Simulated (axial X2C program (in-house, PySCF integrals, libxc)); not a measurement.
# Nuclear properties of CoSn

Computed with an axial X2C code built on PySCF integrals: two-component X2C with atomic mean-field Coulomb and Gaunt terms, Gaussian nuclei, basis Sn dyall-cv3z, Co dyall-cv3z with contracted cores.

R = 2.429 Å (near the PBE0 minimum at charge 0 of the determinant lowest at the starting distance; the state shown can have its own minimum elsewhere).

Input and command:
```json
{"zs": [50, 27], "q": 0, "bas": ["dyall-cv3z", "dyall-cv3z"], "r0": 2.51, "levels": ["PBE0", "HF", "PBE", "r2SCAN", "LDA"], "nst": 3}
```
```bash
python soeom.py task.json out
```

Keys: zs atomic numbers; q charge; bas basis sets; r0 starting distance in Å; levels methods; nst determinants followed.

Determinant lowest in the PBE0 search, Ω = 5/2 (⟨Sz⟩ = 0.51, ⟨Lz⟩ = 1.99 at PBE0), spin on the atoms Sn -0.77, Co 1.28:

```
 level  Eeff magnitude (GV/cm)  Ws magnitude Sn (kHz)  Ws magnitude Co (kHz)  A∥/gI Sn (MHz)  qzz Sn (a.u.)  A∥/gI Co (MHz)  qzz Co (a.u.)  μ (D)
  PBE0                    1.55                  0.383                 0.0549             249          -2.43             619          -0.41   1.34
    HF                    9.29                   1.93                  0.244             348           0.20             721          -0.67   1.91
   PBE                   0.228                  0.093                 0.0189             177          -4.35             523          -0.61   0.27
r2SCAN                    1.09                  0.264                 0.0592             277          -3.13             641          -0.60   0.84
   LDA                  0.0109                 0.0502                0.00725             138          -4.93             492          -0.61  -0.01
```

Eeff is the effective electric field on the electron electric dipole moment in this Ω state and Ws the scalar–pseudoscalar constant of the nucleus named (defined with the proton number Z and per Ω); A∥ (defined per Ω) follows by multiplying with gI = μI/(I μN); qzz is the electric field gradient, eQq0 = 234.96 MHz × Q/barn × qzz; μ is positive if the Co end (last atom) is positive. The operators were transformed with the bare-nucleus X2C matrices; with these basis sets, hyperfine constants and field gradients can be off by tens of per cent, and where levels differ in sign neither size nor sign is settled.

(1) With gI(59Co) = 1.3220, Q(59Co) = 0.42 barn (g factors from the IAEA table of nuclear moments by Stone; Q from Pyykkö, Mol. Phys. 2018), turn the PBE0 values of the first state into constants in MHz.

Each state is one determinant with collinear spin. Unrestricted Hartree–Fock can overshoot spin polarisation at the nuclei. Where Eeff spreads by more than a factor of two the levels disagree and none is to be relied on. In the state Ω = 5/2 the atomic spins oppose each other (-0.77, 1.28): a broken-symmetry determinant whose values are not spin-projected. States lie within half an eV, so the first need not be the ground state. Further determinants of the search, some of them spin-mixed, are not shown. Where a field gradient or hyperfine factor spreads by more than a factor of two over the levels, a constant derived from it is not to be relied on.

## Answers

(1) A∥(59Co) = 619 × 1.3220 = 818 MHz; eQq0(59Co) = 234.96 × (0.42) × (-0.41) = -40.5 MHz.
